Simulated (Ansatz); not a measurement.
`[F][GeH2][F]` + H₂S → `[F][GeH2][SH]` + H–F at 500 K and 1 bar (ligand exchange at a Ge–F bond).

Isolated molecules relaxed with PBE0-D4/def2-TZVP in Ansatz; ΔE leaves out vibrations. CCSD(T)/CBS is the MP2 limit (def2-TZVPP, def2-QZVPP) plus CCSD(T) − MP2 in def2-TZVPP, frozen cores. This one scheme is used for every species. For Ge outer-core shells are correlated without core-valence functions, which leaves a few kJ/mol of doubt a bond. Scalar relativity is left out up to krypton. Each species was taken in one conformer, which may not be the lowest.

```tsv
species	CCSD(T)/CBS energy (Eh)	H − E (kJ/mol)	S (J/(mol·K))
`[F][GeH2][F]`	-2276.96403	81.0	313.2
H₂S	-398.97279	57.0	224.0
`[F][GeH2][SH]`	-2575.53651	105.6	350.6
H–F	-100.39570	39.4	188.7
```

H − E and S are ideal-gas, rigid-rotor, harmonic terms from PBE0-D4/def2-TZVP, for one conformer and one mirror image of each species. 1 Eh = 2625.50 kJ/mol, R = 8.31446 J/(mol·K).

By hand: ΔE, ΔH, ΔS and ΔG.

ΔE = (-2575.53651) + (-100.39570) − (-2276.96403) − (-398.97279) = 0.00461 Eh = 12.1 kJ/mol. Δ(H − E) = 105.6 + 39.4 − 81.0 − 57.0 = 7.0, so ΔH = 19.1 kJ/mol. ΔS = 350.6 + 188.7 − 313.2 − 224.0 = 2.1 J/(mol·K). ΔG = 19.1 − 500 × (2.1)/1000 = 18.1 kJ/mol.

By hand: the equilibrium constant, and the temperature at which ΔG would vanish if ΔH and ΔS stayed fixed.

log₁₀ K = −ΔG/(RT ln 10) = -1.9. ΔG = 0 at ΔH/ΔS = 9095 K, far beyond where these terms or the molecules hold.

The number of gas molecules stays the same, so ΔS is small and ΔH decides. A doubt of 5 kJ/mol in ΔE shifts log₁₀ K by 0.5 here. Other conformers and mirror images would add mixing entropy, several J/(mol·K) or more a flexible species. These are equilibria of isolated gas molecules and say nothing of rates. Largest T1 diagnostic: 0.012 (customary marks: 0.02 for closed shells, 0.045 for open ones).
